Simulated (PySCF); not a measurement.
A side-by-side comparison of computed properties.

First species: C5H11F2N.
SMILES: `CC(C)NCC(F)F`

Second species: C₇H₁₂.
SMILES: `C=C(/C=C/C)CC`

Levels: PBE0/pcSseg-1 for dipole moment, HOMO energy, LUMO energy and HOMO–LUMO gap; GFN2-xTB for rotational constant A and rotational constant C. Geometries: GFN2-xTB. Each structure is a single optimised conformer of the isolated species, non-relativistic unless stated. Electronic properties by PySCF.

Dipoles, sizes and rotational constants follow the conformer. The torsions of the flexible species, by atom-mapped SMILES:
- `[CH3:1][CH:2]([CH3:3])[NH:4][CH2:5][CH:6]([F:7])[F:8]`: C1–C2–N4–C5 75°, C2–N4–C5–C6 174°, N4–C5–C6–F7 171°
- `[CH2:1]=[C:2](/[CH:3]=[CH:4]/[CH3:5])[CH2:6][CH3:7]`: C1–C2–C3–C4 -178°, C1–C2–C6–C7 -99°

Question: Which has the higher HOMO energy?

Answer: The second: -6.38 eV against -6.89 eV, a difference of 0.51 eV.

Question: Which of the two has the higher rotational constant A, and by how much?

Answer: The first: 4.344 GHz against 3.902 GHz, a difference of 0.442 GHz.

Question: Which has the higher HOMO–LUMO gap?

Answer: The first: 8.22 eV against 5.86 eV, a difference of 2.36 eV.

Question: Which has the higher dipole moment?

Answer: The first: 2.11 D against 0.65 D, a difference of 1.46 D.

Question: Which has the higher LUMO energy?

Answer: The first: 1.33 eV against -0.52 eV, a difference of 1.85 eV.

Question: Which of the two has the higher rotational constant C, and by how much?

Answer: The second: 1.248 GHz against 0.771 GHz, a difference of 0.477 GHz.

On the first: In atomic units the dipole is 0.83 e·bohr (1 au = 2.5417 D).

On the second: The dipole matches unit charges of opposite sign 0.13 Å apart (1 e·Å = 4.8032 D).
